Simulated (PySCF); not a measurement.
iodomethane (CH3I), SMILES IC. Atoms are numbered in the order given.

```xyz
5

C      0.0000     0.0000     1.8277
I      0.0000     0.0000    -0.3287
H      0.8957     0.5171     2.1518
H     -0.8957     0.5171     2.1518
H      0.0000    -1.0342     2.1518
```
Charge 0, spin multiplicity 1.

The structure is a stationary point at B3LYP-D3(BJ)/def2-TZVP. The def2 effective core potentials stand for the cores of I; spin–orbit coupling is left out.

Level of theory: PySCF with HF/def2-TZVPD.

Mulliken values depend strongly on the basis, most of all with diffuse functions as here. ESP charges are fitted to the potential on shells at 1.4 to 2.0 van der Waals radii. Atomic charges (e):

```
atom  ESP fit  Mulliken
----  -------  --------
C1          ?     -0.37
I2          ?     -0.08
H3          ?      0.15
H4          ?      0.15
H5          ?      0.15
```

### Question
Complete the blanks. (An estimate is asked for; the answer gives what the named calculation found.)

### Answer

- C1, ESP fit: -0.80
- I2, ESP fit: -0.07
- H3, ESP fit: 0.29
- H4, ESP fit: 0.29
- H5, ESP fit: 0.29
